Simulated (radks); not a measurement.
The numbers below are computed, except where a source is named.
Coulomb parameter of the 3d shell of the nickel ion Ni3+ in the model configuration [Ar] 3d5.5 4s1.5, as a second difference U = [E(n + 0.5) + E(n - 0.5) - 2 E(n)] / (0.5)^2 with all orbitals relaxed. "Bare": the charge of the atom changes with n. "Screened": the 4s shell takes up the change at fixed total charge, which measures U(3d,3d) + U(4s,4s) - 2 U(3d,4s). Level of theory: scalar-relativistic Kohn-Sham, LDA (Slater exchange, Perdew-Wang correlation), spin-unpolarised, spherical densities, finite nucleus; Fermi nuclear charge, rms radius 3.7757 fm (a radial shooting solver on a logarithmic mesh with Libxc functionals).

\begin{tabular}{lrr}
case & configuration & E - E(n) (eV) \\ \hline
start & [Ar] 3d5.5 4s1.5 & 0.000 \\
bare +0.5 & [Ar] 3d6 4s1.5 & -27.102 \\
bare -0.5 & [Ar] 3d5 4s1.5 & 32.571 \\
screened +0.5 & [Ar] 3d6 4s1 & -10.084 \\
screened -0.5 & [Ar] 3d5 4s2 & 11.571 \\
\end{tabular}

U(bare) = 21.876 eV, U(screened by 4s) = 5.948 eV, against the Slater integral F0(3d,3d) = 30.049 eV with frozen orbitals.
